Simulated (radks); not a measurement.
All-electron atom: Yb3+ in [Xe] 4f13. Calculated with a radial shooting solver on a logarithmic mesh with Libxc functionals: scalar-relativistic Kohn-Sham, LDA (Slater exchange, Perdew-Wang correlation), spin-polarised, spherical densities, finite nucleus; open shells are filled with parallel spins first (spin-orbit coupling, left out, can overturn this in heavy ions); Fermi nuclear charge, rms radius 5.3108 fm.

Radial electron density D(r) = 4 pi r^2 rho(r):

r (bohr)  D(r) (e/bohr)    spin D(r)
0.003555          37.14  -0.00000212
0.004105          44.03  -0.00000250
0.004741          51.57  -0.00000292
0.005475          59.59  -0.00000336
0.006374          68.25  -0.00000384
0.007361          76.19  -0.00000431
0.008502          83.37  -0.00000480
0.009818          89.19  -0.00000535
0.01134           93.12  -0.00000607
0.0131            94.75  -0.00000718
0.01524           93.92  -0.00000929
0.01761           91.16   -0.0000130
0.02033           87.54   -0.0000200
0.02348           84.62   -0.0000325
0.02712           84.19   -0.0000541
0.03157           88.03   -0.0000924
0.03646           96.16    -0.000148
0.04211           107.3    -0.000221
0.04863           118.5    -0.000289
0.05616           125.8    -0.000266
0.06486           126.1    0.0000822
0.07551           118.3      0.00143
0.0872            107.1      0.00492
0.1007            98.32       0.0130
0.1163            97.31       0.0300
0.1343            104.2       0.0626
0.1551            112.6        0.121
0.1806            113.0        0.222
0.2086            100.3        0.367
0.2409            79.41        0.564
0.2782            61.26        0.805
0.3213            54.54         1.06
0.374             58.93         1.30
0.4319            64.69         1.43
0.4988            63.39         1.45
0.5761            53.66         1.35
0.6653            40.21         1.17
0.7684            28.50        0.939
0.8945            20.51        0.692
1.033             16.09        0.479
1.193             12.82        0.302
1.378             9.607        0.170
1.591             6.421       0.0824
1.838             3.716       0.0330
2.139             1.744      0.00942
2.471            0.7045      0.00175
2.853            0.2315   -0.0000612
3.295           0.06051    -0.000184
3.806           0.01230   -0.0000763
4.395          0.001907   -0.0000199
5.117         0.0001957  -0.00000340

D(r) has 4 maxima, at r = 0.0134, 0.0608, 0.168, 0.457 bohr, and minima at 0.0258, 0.110, 0.324 bohr, inside which lie 1.92, 11.10, 29.77 electrons.
